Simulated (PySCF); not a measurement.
O₂S₂, SMILES O=[S][S]=O (connectivity only; charge and spin as stated), neutral, multiplicity 1.

Geometry: PBE0-D3(BJ)/def2-SVP. Other conformers were not sampled.

Method: TDA-LC-ωPBE/def2-SVPD run with PySCF.

Vertical excitations. Isolated molecule, no solvent. State labels are in the subgroup C2v.

| state | symmetry | energy (eV) | λ (nm) | f | main pairs |
|---|---|---|---|---|---|
| S1 | A2 | 2.36 | 525 | 0.000 | HOMO−1→LUMO 99 % |
| S2 | B2 | 3.62 | 342 | 0.117 | HOMO→LUMO 75 %, HOMO−1→LUMO+2 16 % |
| S3 | B1 | 4.41 | 281 | 0.000 | HOMO→LUMO+1 94 % |
| S4 | B1 | 4.87 | 254 | 0.001 | HOMO−2→LUMO 98 % |
| S5 | A1 | 5.18 | 239 | 0.005 | HOMO−1→LUMO+1 93 % |
| S6 | A2 | 5.35 | 232 | 0.000 | HOMO→LUMO+2 79 %, HOMO→LUMO+4 15 % |
| S7 | B1 | 6.63 | 187 | 0.002 | HOMO−4→LUMO 97 % |
| S8 | A1 | 7.17 | 173 | 0.044 | HOMO−3→LUMO 80 % |
| S9 | B1 | 7.49 | 166 | 0.064 | HOMO→LUMO+3 77 %, HOMO→LUMO+6 17 % |
| S10 | B2 | 7.56 | 164 | 0.002 | HOMO−2→LUMO+1 78 % |
| T1 | B2 | 0.70 | 1762 | 0 | HOMO→LUMO 99 % |
| T2 | A2 | 1.77 | 700 | 0 | HOMO−1→LUMO 99 % |
| T3 | B1 | 3.94 | 315 | 0 | HOMO→LUMO+1 92 % |
| T4 | B1 | 4.33 | 287 | 0 | HOMO−2→LUMO 97 % |
Triplets are in the Tamm–Dancoff approximation.
